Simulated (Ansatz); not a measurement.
Total energies of (ClInS)4 cubane (In₄S₄Cl₄) from Ansatz at revPBE-D4/def2-TZVP, gas phase (1 Eh = 27.2114 eV = 2625.5 kJ/mol). The reference geometry is relaxed at r2SCAN-D4/def2-SVP.

```
                 state   geometry  energy (Eh)
      charge 0 singlet  reference  -4194.42559
      charge 1 doublet  reference  -4194.08125
     charge -1 doublet  reference  -4194.50343
free In atom (doublet)          –   -190.17062
free Cl atom (doublet)          –   -460.06615
 free S atom (triplet)          –   -398.04156
```

In the def2 sets In takes a core potential; there is no spin–orbit coupling. Single mean-field runs in def2-TZVP are fitted with def2-universal-jkfit.

Task: Work out the vertical ionisation energy to the doublet.

Result: E(charge 1 doublet) − E(charge 0 singlet) = -4194.08125 − (-4194.42559) = 0.34434 Eh = 9.37 eV. For comparison, −ε of the highest occupied level is 7.46 eV at this level, 1.91 eV less.

Task: Work out the vertical electron affinity, to the doublet.

Result: E(charge 0 singlet) − E(charge -1 doublet) = -4194.42559 − (-4194.50343) = 0.07784 Eh = 2.12 eV. The basis lacks diffuse functions, which makes affinities too small.

Task: Give the fundamental gap IE − EA, the Mulliken electronegativity (IE + EA)/2 and the hardness (IE − EA)/2.

Result: From the values in Eh: IE − EA = 0.34434 − 0.07784 = 0.26650 Eh = 7.25 eV; (IE + EA)/2 = 5.74 eV; (IE − EA)/2 = 3.63 eV. The HOMO–LUMO gap of the same run is 3.66 eV, 3.59 eV smaller than the fundamental gap.

Task: What is the binding energy per atom against free atoms?

Result: Atoms: 4 × (-190.17062) + 4 × (-460.06615) + 4 × (-398.04156) = -4193.11332 Eh. Binding: -4193.11332 − (-4194.42559) = 1.31227 Eh = 35.71 eV, or 2.98 eV for each of 12 atoms (no zero-point energy, no counterpoise term).

At revPBE-D4/def2-TZVP the gap within one spin of the charge 1 doublet nearly closes, so an electron or hole may be smeared out by delocalisation error.
